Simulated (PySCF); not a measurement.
BeH2SSe, SMILES [SH][Be][SeH]. Atoms are numbered in the order given.

```xyz
5

Be     0.0409     0.3789    -0.5796
S      0.1627     1.4305    -2.1575
H     -1.1036     1.8727    -2.0380
Se    -0.0339    -0.7171     1.1321
H     -0.5106    -1.8948     0.3855
```
Charge 0, spin multiplicity 1.

Geometry: B3LYP-D3(BJ)/def2-TZVP. One conformer was computed; it need not be the lowest.

The numbers are results of PySCF with HF/def2-TZVPD, not measurements.

Isolated molecule, no solvent.

```yaml
total_energy: -2813.28141 hartree
highest_occupied_level: -9.90 eV
lowest_empty_level: 0.93 eV
orbital_gap: 10.83 eV
dipole_moment: 0.94 D
quadrupole, principal values (traceless, Buckingham form, about the centre of nuclear charge): -8.69, 3.71, 4.99 D·Å
mean_static_polarisability: 63.5 bohr³ (9.40 Å³)
polarisability_principal_values: 55.7, 55.7, 78.9 bohr³
```
